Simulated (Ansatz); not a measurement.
Conformers of CH$_{7}$FSSi$_{2}$, SMILES `C[SiH2]S[SiH2]F`, each relaxed with PBE0-D4/def2-TZVP in Ansatz. CBS adds the triple-zeta coupled-cluster correction to the MP2 limit.

Not all of them had a frequency check.

Conformer A:

Cartesian coordinates in Å:
```
C 1.503 0.560 1.029
Si 0.739 0.786 -0.652
S 0.019 -1.082 -1.451
Si -1.824 -1.174 -0.430
F -1.603 -1.274 1.154
H 1.885 1.513 1.404
H 0.763 0.178 1.734
H 2.331 -0.150 0.982
H 1.733 1.267 -1.645
H -0.404 1.736 -0.593
H -2.633 0.044 -0.654
H -2.511 -2.404 -0.879
```

Conformer B:

Cartesian coordinates in Å:
```
C -0.037 1.591 1.161
Si -0.526 -0.203 1.067
S 1.069 -1.402 0.252
Si 0.572 -1.187 -1.787
F -0.589 -2.196 -2.219
H -0.844 2.181 1.604
H 0.858 1.713 1.773
H 0.172 1.987 0.165
H -0.788 -0.760 2.417
H -1.733 -0.381 0.218
H 1.774 -1.522 -2.580
H 0.072 0.179 -2.071
```

Problem. Which is lowest in electronic energy at CCSD(T)/CBS (frozen core, def2 sets), and by how much? (Best estimate.)

Solution. Computed: A; B lies 1.3 kJ/mol higher. Gaps under about 2 kJ/mol don't settle the order.

Problem. Give the energies relative to A (kJ/mol) with r2SCAN-D4/def2-TZVPP, ωB97X-V/def2-TZVPP, B2PLYP/def2-TZVPP, r2SCAN/def2-TZVPP, MP2/def2-TZVPP, CCSD(T)/def2-TZVPP, HF/CBS(def2). (Estimate.)

Solution. The calculation gave: 
```json
{"level": "r2SCAN-D4/def2-TZVPP", "B": "1.7"}
{"level": "ωB97X-V/def2-TZVPP", "B": "2.0"}
{"level": "B2PLYP/def2-TZVPP", "B": "1.8"}
{"level": "r2SCAN/def2-TZVPP", "B": "1.5"}
{"level": "MP2/def2-TZVPP", "B": "1.5"}
{"level": "CCSD(T)/def2-TZVPP", "B": "1.5"}
{"level": "HF/CBS(def2)", "B": "1.2"}
```
